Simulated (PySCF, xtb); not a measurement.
GaF, SMILES [Ga][F] (connectivity only; charge and spin as stated), neutral, multiplicity 1.

xtb with GFN2-xTB at its own geometry gives an orbital gap of 6.43 eV and a dipole moment of 3.60 D.

Coordinates come from a B3LYP-D3(BJ)/def2-TZVPD optimisation.

Q: What does ωB97X/def2-TZVPD run with PySCF give? (Estimate from the structure and the level; the computed values follow.)

A: gap 10.56 eV (levels -10.19 and 0.37 eV), dipole 2.45 D.
